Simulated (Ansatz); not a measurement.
Z-matrix (Å, degrees):
```
Mo
N 1 1.728
N 1 1.938 2 107.2
N 1 1.730 2 113.5 3 -117.6
O 1 1.902 2 107.8 3 121.0
H 2 1.010 1 156.4 3 118.0
H 3 1.008 1 122.9 2 20.1
H 3 1.008 1 123.1 2 -140.3
H 4 1.011 1 153.9 2 0.1
H 5 0.960 1 118.0 2 144.2
```

Total charge 0; spin multiplicity 1. Mo: def2 effective core potential.

(1) List the PBE/def2-TZVPP orbital energies in eV (the Gaussian-basis code of Ansatz). (Best estimate.)

Answers

(1) The calculation gave: Occupied: -510.04, -380.23, -380.22, -380.06, -67.64, -41.86, -41.59, -41.46, -23.97, -20.60, -19.19, -18.97, -12.13, -11.93, -11.38, -10.80, -9.97, -8.64, -8.43, -7.39, -7.05, -6.65, -6.32, -5.96. Lowest empty: -1.77, -1.69, -0.84, -0.68, -0.43, -0.21, 0.53, 0.64.
